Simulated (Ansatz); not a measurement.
Basis-set extrapolation for CH$_{7}$ClOSi$_{2}$ (`CO[SiH2][SiH2]Cl`) (PBE0-D4/def2-TZVP geometry, frozen core, Ansatz 0.2.0). Multiplicity 1, RHF reference.

```tsv
	def2-TZVPP	def2-QZVPP
HF	-1154.335914	-1154.372677
MP2 correlation	-0.843381	-0.912621
CCSD(T) correlation	-0.942766	not run
```

Energies in hartree. Use E(X) = E(∞) + A·exp(−7.88·√X) for Hartree–Fock and E(X) = E(∞) + B·X^(−2.97) for correlation, with X = 3 and 4, and add CCSD(T) minus MP2 of the smaller set to the MP2 limit.

Task: What is the CCSD(T) energy at the basis-set limit?

Result: HF limit: -1154.372677 + (-0.036763) × 0.13774 = -1154.37774. MP2 limit: -0.912621 + (-0.069240) × 0.74074 = -0.96391. Higher-order term: -0.942766 − (-0.843381) = -0.09938. Total: -1155.44103 hartree, 101.9 kcal/mol below CCSD(T)/def2-TZVPP.
